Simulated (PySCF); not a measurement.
**Two probes of the same atoms: core binding energy and nuclear shielding**

Species: C4H2NOP.
Structure used (GFN2-xTB), in Å, numbered top down from 1:
```xyz
9
C4H2NOP angstrom
N      3.4335    0.0884    0.3284
C      2.2913    0.0949    0.2118
C      0.9012    0.1555    0.0613
O      0.1835   -0.9809    0.1816
C     -1.1090   -0.7475    0.0119
C     -1.4508    0.5429   -0.2408
P     -0.0272    1.5819   -0.2737
H     -1.7506   -1.6078    0.0929
H     -2.4583    0.8785   -0.3987
```

Binding energies: delta-SCF UKS SCAN, pcX-2 on the ionised atom, pcseg-1 elsewhere, spin-free X2C in PySCF 2.14.0. Shieldings: GIAO PBE0/pcSseg-1, non-relativistic, same geometry.

```tsv
atom	C 1s (eV)
C2	292.25
C3	292.98
C5	292.73
C6	291.05
```

What are the absolute isotropic shieldings of these atoms?

```tsv
atom	environment	C 1s (eV)	isotropic shielding (ppm)
C6	aromatic CH carbon	291.05	51.4
C2	nitrile carbon	292.25	68.5
C5	aromatic CH next to a ring oxygen	292.73	29.4
C3	substituted aromatic carbon	292.98	16.4
```

Among the listed atoms, is the one with the highest binding energy also the least shielded?

Yes: C3 has both (292.98 eV, 16.4 ppm).

By binding energy: C6 < C2 < C5 < C3. By shielding: C3 < C5 < C6 < C2.

Geometry: GFN2-xTB; no solvent, vibrations or thermal averaging.
